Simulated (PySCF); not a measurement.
# From computed data to an observable: oscillator strength and radiative lifetime

Si(Br)(OH)2(NH2) (BrH4NO2Si), SMILES N[Si](Br)(O)O.

Coordinates come from a PBE0-D3(BJ)/def2-SVP optimisation. This is a generated structure with no PubChem entry under its InChIKey; it may be hypothetical. The values are those of a single conformer.

TDA-PBE/def2-SVPD (PySCF) puts the first singlet state with f over 0.02 at 5.66 eV (vertical), with the transition dipole (-0.353, -0.166, 0.219) in atomic units.

Q: Find the oscillator strength, the wavelength and the radiative lifetime that this transition would have in vacuum if emission retraced absorption.

A: 
|μ|² = 0.2001 au, so |μ| = 1.14 D. ΔE = 5.66/27.211 = 0.2080 hartree. f = (2/3) ΔE |μ|² = 0.028 (the program prints 0.028).
λ = 1239.84/5.66 = 219 nm; ν = 45651 cm⁻¹.
Einstein's coefficient A = 0.6670 ν² f s⁻¹ (ν in cm⁻¹) = 3.9e7 s⁻¹, so τ = 1/A = 26 ns. This state is S1. The figure is the radiative limit of this one transition; relaxation, internal conversion, crossing to triplets and a medium change what is measured.
